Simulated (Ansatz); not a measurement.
`[CH3][SbH][SiH3]` + `F[SiH2]P` → `F[SiH2]P[SiH3]` + `[CH3][SbH2]`  (cleavage of the Si–Sb bond)

Isolated molecules relaxed with PBE0-D4/def2-TZVP in Ansatz; ΔE leaves out vibrations. CBS: MP2 limit from def2 TZ/QZ plus the TZ coupled-cluster correction, frozen cores. DFT in def2-TZVPP. Elements past krypton have def2 core potentials. For Sb outer-core shells are correlated without core-valence functions, which leaves a few kJ/mol of doubt a bond. Each species was taken in one conformer, which may not be the lowest.

**Question.** Is it downhill or uphill in electronic energy at CCSD(T)/CBS, and by how much? (Estimate.)

**Answer.** The calculation gave: Uphill: ΔE = +0.08 eV.

**Question.** What do these levels give: revPBE-D4, BLYP-D4, ωB97M-V, B2PLYP, r2SCANh, MP2/def2-TZVPP? (Estimate.)

**Answer.** Computed: revPBE-D4 0.04, BLYP-D4 0.07, ωB97M-V 0.05, B2PLYP 0.07, r2SCANh 0.05, MP2/def2-TZVPP 0.06 eV.

**Question.** What do rigid-rotor, harmonic-oscillator terms from PBE0-D4/def2-TZVP frequencies (298.15 K, 1 bar) make of the CCSD(T)/CBS value? (Best estimate.)

**Answer.** The calculation gave: ΔZPE = -0.02 eV, ΔH = +0.06 eV, ΔS = 0 J/(mol·K), ΔG = +0.06 eV. Modes under 50 cm⁻¹ make the entropy rough.

Largest T1 diagnostic among the species: 0.013.

Leaving LDA and LC-ωPBE aside and taking each functional with its dispersion term where it has one, the values, not all of them listed here, spread over 0.13 eV, from B97M-V to B2PLYP.
